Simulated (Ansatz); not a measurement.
Reaction (formal exchange of groups at the Al–C bond): `C/[C]([AlH2])=C\F` + `CB[SiH2][SiH2]Cl` → `CB[SiH2][SiH2][AlH2]` + `C/C(Cl)=C/F`

Gas-phase electronic energies from Ansatz, PBE0-D4/def2-TZVP geometries. CBS: MP2 limit from def2 TZ/QZ plus the TZ coupled-cluster correction, frozen cores. This one scheme is used for every species. Double bonds are as drawn, so ΔE can hold a change between cis and trans. DFT in def2-TZVPP. B3LYP here is the variant with VWN-RPA as its local correlation; programs differ in this. Each species was taken in one conformer, which may not be the lowest.

CCSD(T)/CBS gives +155.7 kJ/mol.

(1) Another level gave +151.0 kJ/mol. Which?
A. PBE0-D4/def2-TZVPP
B. r2SCAN/def2-TZVPP
C. HF/def2-TZVPP
D. B3LYP-D4/def2-TZVPP

Largest T1 diagnostic among the species: 0.014.

Results:

(1) B. r2SCAN 151.0, PBE0-D4 140.7, HF/def2-TZVPP 187.0, B3LYP-D4 156.9 kJ/mol.

In def2-TZVPP, CCSD(T) changes the Hartree–Fock value by −34.0 kJ/mol (the triples alone add −5.0 kJ/mol) and MP2 by −22.7 kJ/mol. The D4 term adds −6.3 kJ/mol with B3LYP and −3.2 kJ/mol with PBE0; it sums over pairs of atoms, weighted by their polarisabilities, and B3LYP, whose exchange is more repulsive, gets the larger term. From PBE to PBE0 (25 % exact exchange), in def2-TZVPP and without D4, ΔE moves by +6.4 kJ/mol.
